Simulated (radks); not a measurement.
Question: Coherent X-ray form factor from a spherical all-electron density. Calculated with a radial shooting solver on a logarithmic mesh with Libxc functionals: scalar-relativistic Kohn-Sham, OLYP, spin-polarised, spherical densities, finite nucleus; Fermi nuclear charge, rms radius of each element as measured or else 0.836 A^(1/3) + 0.57 fm.

| sin(theta)/lambda (1/angstrom) | f0 (electrons) |
|---|---|
| 0.05 | 41.975 |
| 0.1 | 39.549 |
| 0.15 | 36.723 |
| 0.2 | 33.978 |
| 0.25 | 31.442 |
| 0.3 | 29.142 |
| 0.4 | 25.271 |
| 0.5 | 22.309 |
| 0.6 | 20.023 |
| 0.8 | 16.476 |
| 1 | 13.474 |
| 1.25 | 10.365 |
| 1.5 | 8.170 |
| 2 | 5.944 |

The species is in the configuration that NIST lists as its ground one. Which atom or ion scatters so?

Answer: Neutral technetium, [Kr] 4d5 5s2. Extrapolating in s^2 from the first two rows gives f0(0) = 42.8, near the electron count 43; among species with that count, the fall with angle is slower the higher Z, and the table is that of Z = 43; from so few rows the species is fixed only to a neighbour or two.
